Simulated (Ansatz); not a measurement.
Isomers of SeS₃⁻ (doublet), relaxed with r2SCAN-D4/def2-SVPD; total energies from Ansatz at r2SCAN0-D4/def2-TZVPD.

| isomer | description | energy (Eh) |
| --- | --- | --- |
| A | point group Cs; 2 × S–Se 2.13 to 2.32 Å; 1 × S–S 2.01 Å | -3596.15144 |
| B | point group Cs; 2 × S–S 1.97 to 2.42 Å; 1 × S–Se 2.11 Å | -3596.14782 |

The isomers come from a short search, and lower ones may exist.

Task: Work out the relative energies (1 Eh = 2625.5 kJ/mol) and the Boltzmann populations at 298 K from electronic energies alone (R = 8.314 J/mol/K).

Result: ΔE: A 0.0, B 9.5 kJ/mol. RT = 2.48 kJ/mol. Factors exp(−ΔE/RT): A 1, B 0.0217; sum 1.022. Populations: A 97.9 %, B 2.1 %. Zero-point energy, vibrational entropy and symmetry numbers are left out and can shift these; an error of 4 kJ/mol changes a ratio by a factor of 5.0. Over the other density-functional and correlated levels in def2 sets, the gap between A and B ranges from -2 to 7 kJ/mol.
